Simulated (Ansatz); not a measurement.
Ideal-gas functions of C2H3BrSi (`BrC1=C[SiH2]1`) at 400 K and 1 bar, from an Ansatz frequency run at PBE0-D4/def2-TZVP.

Molar mass 135.04 g/mol, point group Cs (symmetry number 1), electronic degeneracy 1, moments of inertia 32.069, 326.846, 352.857 u Å². Harmonic wavenumbers (cm⁻¹, unscaled): 235, 268, 383, 555, 654, 668, 753, 840, 923, 982, 1052, 1603, 2239, 2249, 3229.

Use S(trans) = R[1.5 ln M + 2.5 ln T − 1.1517]; rotational temperatures θ = 24.2544 K / I; S(rot) = R[ln(√π/σ · √(T³/θAθBθC)) + 1.5]; for each mode x = 1.438777 ν̃/T, S = R[x/(eˣ − 1) − ln(1 − e⁻ˣ)] and H = RT x/(eˣ − 1); 1 cm⁻¹ = 0.0119627 kJ/mol; R = 8.31446 J/(mol·K).

**Question.** By hand: the entropy, in J/(mol·K).

**Answer.** Translation 176.1. Rotation: θ = 0.7563, 0.0742, 0.0687 K, giving 115.1. Vibration, mode by mode: 9.96, 8.93, 6.28, 3.82, 2.89, 2.78, 2.18, 1.70, 1.34, 1.13, 0.92, 0.18, 0.02, 0.02, 0.00, in all 42.2. Electronic 0.0. Sum 333.4 J/(mol·K).

**Question.** By hand: H − E and G − E in kJ/mol, counted from the electronic energy.

**Answer.** Zero-point energy ½ × 16633 × 0.0119627 = 99.5; thermal vibration 10.6; translation, rotation and pV give 4 RT = 13.3. H − E = 123.4 kJ/mol, and G − E = 123.4 − 400 × 333.4/1000 = -10.0 kJ/mol.

Vibration gives 13 % of the entropy.
